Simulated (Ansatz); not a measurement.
Question: Name a neutral molecule of Al, C, O and H with HOMO energy (ωB97M-V/def2-TZVPP) between -9.20 and -8.90 eV and LUMO energy (PBE0/def2-TZVPP) between -0.35 and -0.05 eV (Ansatz, PBE0-D4/def2-TZVP geometry).

Answer: `[CH3][Al-]([CH3])([CH3])[OH2+]` (-9.15 eV, -0.33 eV). Other molecules can fit too; these were computed, each in one conformer that needn't be the lowest.
